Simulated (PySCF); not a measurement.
## How methods differ on the excitation energy of Pb

Pb [Xe] 4f14 5d10 6s2 6p2 (3P) → Pb [Xe] 4f14 5d10 6s2 6p1 7s1 (3P), as a difference of total energies. Calculation: PySCF 2.14, in aug-cc-pwCVDZ-PP with ECP60MDF (6s5p4d1f, 48 functions); scalar relativity through the core potential. Correlated levels: valence: 5s2 5p6 5d10 frozen; valence and next inner shell: nothing frozen outside the core potential. The calculations carry no spin-orbit coupling.

| method | excitation energy (eV) |
| --- | --- |
| UHF | 3.847 |
| LDA | 3.887 |
| PBE | 3.766 |
| PBE0 | 3.874 |
| r2SCAN | 4.027 |
| LC-wPBE | 4.081 |
| M06-2X | 3.840 |
| PW91 | 3.809 |
| TPSSh | 3.864 |
| MP2 (valence) | 3.864 |
| SCS-MP2 (valence) | 3.857 |
| MP2 (valence and next inner shell) | 3.835 |
| SCS-MP2 (valence and next inner shell) | 3.791 |

Spin-orbit coupling is strong in these open shells (close to jj coupling). The scalar numbers leave it out and a first-order estimate fails, so it can dominate the gap to the real levels.

The promoted electron is Rydberg-like, and one or two diffuse shells describe it only roughly, which tends to raise the upper state.
